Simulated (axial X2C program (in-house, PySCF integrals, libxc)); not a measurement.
## LiNb⁺: from the spin-free to the two-component result

Computed with an in-house all-electron X2C program for linear molecules (integrals from PySCF). Spin-free means the one-electron spin-free X2C Hamiltonian; two-component (2c) means X2C with spin–orbit coupling and atomic mean-field two-electron Coulomb and Gaunt terms, so the difference of the two also holds small scalar two-electron terms. Basis: Nb dyall-cv3z [11s12p9d5f3g], Li dyall-cv3z [7s8p2d] (cores contracted in-house); Gaussian nuclei, density fitting, unrestricted open shells. Masses: Nb 92.906 u, Li 7.016 u.

Spin-free state: M_S = 5/2, Λ = 2 (beyond evenly filled blocks: 2 × σα, π+α, π-α, δ+α); fragments Nb + Li+.

| level | Re (Å) | ωe (cm⁻¹) | De (eV) | μ (D) |
| --- | --- | --- | --- | --- |
| PBE0 | 2.905 | 238.2 | 0.996 | 6.91 |
| HF | 2.991 | 234.0 | 1.151 | 6.53 |
| MP2 | 2.894 | 255.7 | 1.075 | n/a |
| r2SCAN | 2.891 | 242.2 | 0.659 | 7.06 |

Correlated methods: 13 electrons correlated (number of frozen shells: Nb 3 s, 2 p, 1 d; Li 1 s), 269 virtual spin orbitals or spinors in MP2.

Dipoles are positive if Li is the positive end and refer to the centre of mass.

Two-component determinant lowest at the distance of the search:

Ω = 1/2 (⟨Sz⟩ = 2.50, ⟨Lz⟩ = -2.00 at HF); fragments Nb + Li+.

```json
{"level": "PBE0", "Re (Å)": "2.905", "ωe (cm⁻¹)": "238.2", "μ (D)": "6.91"}
{"level": "HF", "Re (Å)": "2.991", "ωe (cm⁻¹)": "233.9", "μ (D)": "6.52"}
{"level": "MP2", "Re (Å)": "2.893", "ωe (cm⁻¹)": "255.7", "μ (D)": "n/a"}
{"level": "r2SCAN", "Re (Å)": "2.891", "ωe (cm⁻¹)": "242.2", "μ (D)": "7.05"}
```

Question: From the two tables, how do the constants change at the MP2 level (2c against spin-free)?

Answer: At the MP2 level Re is unchanged within 0.001 Å and ωe doesn't move by more than 0.2 cm⁻¹.

Occupations by symmetry block were frozen at the best pattern of an incomplete PBE0 search. De is counted from the lowest determinant-based energies of the atoms at the same level, without counterpoise correction. De is not given where an atomic determinant may have missed its ground term or J level, or where the truncated virtual space spoils (T). Density functionals use the spin component along the axis (collinear). PBE0 can misorder states that lie within some tenths of an eV, so this need not be the ground state of the molecule. The nearest other spin-free determinant of the search, M_S = 5/2, Λ = 0, lies 0.05 eV up at the distance of the search. Without a current term, density functionals place determinants with orbital angular momentum somewhat too high. The atomic limit has a lower orbital projection than the molecule and lies lower at mean-field level, so De may be about a tenth of an eV too small. With several unpaired electrons one determinant need not be a pure state. At some level and bond length an empty orbital lies below a filled one.
